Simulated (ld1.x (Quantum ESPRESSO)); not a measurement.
Pseudopotential generation for iron: TM, LDA (PZ), non-relativistic.

- Element: Fe (Z = 26)
- Generator: ld1.x (Quantum ESPRESSO) 7.5
- Type: norm-conserving Troullier–Martins (Kleinman–Bylander form)
- Functional: LDA (PZ)
- Relativity: non-relativistic
- Frozen core: [Ne]
- Valence charge: 16
- Reference configuration: 3s2 3p6 3d6 4s1.75 4p0.25
- Partial waves: 3p (bound): rc 1.35 bohr; 3d (bound): rc 1.65 bohr; 3s (bound): rc 1.30 bohr
- Local potential: the s channel
- Core correction: none

Occupied shells without a wave of their own: 4p, 4s. They enter only through the test configuration that unscreens the potential.

All-electron outer shells of the reference configuration (LDA (PZ), non-relativistic, ld1.x):

```json
{"shell": "2p", "level (eV)": "-695.74", "outermost node (bohr)": "–", "outermost maximum (bohr)": "0.18"}
{"shell": "3s", "level (eV)": "-91.89", "outermost node (bohr)": "0.33", "outermost maximum (bohr)": "0.71"}
{"shell": "3p", "level (eV)": "-59.96", "outermost node (bohr)": "0.30", "outermost maximum (bohr)": "0.72"}
{"shell": "3d", "level (eV)": "-8.46", "outermost node (bohr)": "–", "outermost maximum (bohr)": "0.71"}
{"shell": "4s", "level (eV)": "-5.68", "outermost node (bohr)": "1.02", "outermost maximum (bohr)": "2.41"}
{"shell": "4p", "level (eV)": "-1.69", "outermost node (bohr)": "1.11", "outermost maximum (bohr)": "3.25"}
```

Problem. Estimate the cutoffs (Ry, on a coarse ladder) from which the occupation-weighted sum of valence levels, in a spherical-Bessel basis at the reference potential, stays within 10 and 1 mRy of its value at 400 Ry.

Solution. 100 Ry and 160 Ry.

Problem. Does the potential have ghost states?

Solution. No extra level below or beside the all-electron valence levels (p, d, s, f tested).

Problem. Tests: 3s2 3p6 3d6 4s2 4p0; 3s2 3p6 3d6 4s1 4p0; 3s2 3p6 3d6 4s0 4p0; 3s2 3p6 3d5 4s2 4p0; 3s2 3p6 3d6.5 4s1.5 4p0; 3s2 3p6 3d6 4s0 4p2; 3s2 3p6 3d6 4s1 4p1. Which has the largest error in its energy relative to the reference configuration, and how large is it?

Solution. 3s2 3p6 3d6 4s0 4p0, with -2376 meV (all-electron minus pseudo) on +24.13 eV.
